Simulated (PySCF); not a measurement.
# Assignment exercise: C5H7FSi

Bonds (- single, = double, # triple, : aromatic): F1-C2 1.372 Å, C2-C3 1.497 Å, C3=C4 1.340 Å, C4-Si5 1.883 Å, Si5-C6 1.890 Å, C6=C7 1.336 Å, C7-C3 1.463 Å. C2 carries H8, H9; C4 carries H10; Si5 carries H11, H12; C6 carries H13; C7 carries H14.

One computed conformer, fast rotation and ring inversion assumed for equivalent nuclei, relativity neglected, gas phase. Geometry from GFN2-xTB; shieldings: GIAO PBE0/pcSseg-1; PySCF 2.14.

Chemical shifts δ = σref − σ; TMS for $^{13}$C (σref 186.93) and $^{1}$H (σref 31.72), all at this level.

Problem. Assign these signals to the numbered atoms. $^{13}$C{$^{1}$H} NMR (computed): δ 166.4, 152.2, 137.9, 123.6, 88.2.

Solution. 
166.4 → C3, fully substituted alkene carbon
152.2 → C7, alkene CH: as expected for a trigonal carbon in a double bond
137.9 → C6, alkene CH
123.6 → C4, alkene CH
88.2 → C2, allylic sp3 CH2 bonded to F: the inductive effect lowers its shielding

Problem. Assign these signals to the numbered atoms. $^{1}$H NMR (400 MHz, computed): δ 6.94 (m, 1H), 6.41 (m, 1H), 6.21 (m, 1H), 5.53 (m, 2H), 4.71 (m, 2H).

Solution. 
6.94 → H14, hydrogen on an alkene CH: attached to an sp2 carbon and in the plane of the double bond
6.41 → H13, hydrogen on an alkene CH
6.21 → H10, hydrogen on an alkene CH
5.53 → H8/H9, hydrogen on an allylic sp3 CH2 bonded to F: its carbon carries F, hence the downfield position
4.71 → H11/H12, hydrogen on a silicon bonded to 2 C, in a 5-membered ring

Splittings by $^{19}$F in the carbon and heteronuclear signals aren't shown, as no couplings were computed. Shifts are as computed. Against solution values, carbons near 30 ppm lie about +3 ppm off and those near 130 ppm about +5 ppm. Of 1211 compounds with measured shifts, 218 miss one by over three times the rms of a fit or turn the order of signals round; such compounds aren't used in these exercises. Multiplicities follow the n + 1 count of equivalent neighbours, as no J values were calculated; m marks all less simple cases, F and P coupling included.
